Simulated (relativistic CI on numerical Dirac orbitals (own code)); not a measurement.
**Xe⁺: what numerical and physical settings do to a radial Dirac CI calculation**

Reference input:

```
atom Xe  Z=54  charge=1  electrons=53
nucleus A=132  rms_radius_fm=4.7859
hamiltonian dirac-coulomb  breit=on  qed=on  c_scale=1
orbitals kli  potential=per-configuration
slater_scale 1
correlation none
mixing on
grid step=0.0125 r_max=100.6
scf mixing=0.4 start=green max_iterations=150 tolerance=2e-08 node_fill=0.05
configurations
  [Kr] 4d10 5s2 5p5
  [Kr] 4d10 5s2 5p4 5d
  [Kr] 4d10 5s 5p6
end
```

Computed lowest total energy -7436.84569 Ha, first excitation 10757.5 cm⁻¹, 34 SCF steps. Runs with settings changed; * marks those that are bad on purpose:

| Changed | Outcome | Lowest level | ΔE (Ha) | First excitation (cm⁻¹) | SCF steps | Message |
| --- | --- | --- | --- | --- | --- | --- |
| SCF mixing 0.1 | converged | 5s²5p⁵ ²P°3/2 | 1.12e-09 | 10757.5 | 42 |  |
| Slater scale 0.6, Breit term off | converged | 5s²5p⁵ ²P°3/2 | -5.77 | 10864.7 | 34 |  |
| SCF mixing 0.2, end of the grid at 301.8 bohr, Slater scale 1.2 | converged | 5s²5p⁵ ²P°3/2 | -4.54e-05 | 10787.4 | 39 |  |
| SCF mixing 1.3 * | converged | 5s²5p⁵ ²P°3/2 | 1.09e-09 | 10757.5 | 33 |  |
| nuclear radius 47.859 fm * | converged | 5s²5p⁵ ²P°3/2 | 16.2 | 10734.4 | 34 |  |

With so few configurations and no correlation, terms lie too far apart (by 10 to 50 % near neutrality), their order can be wrong, and levels of other configurations are missing.
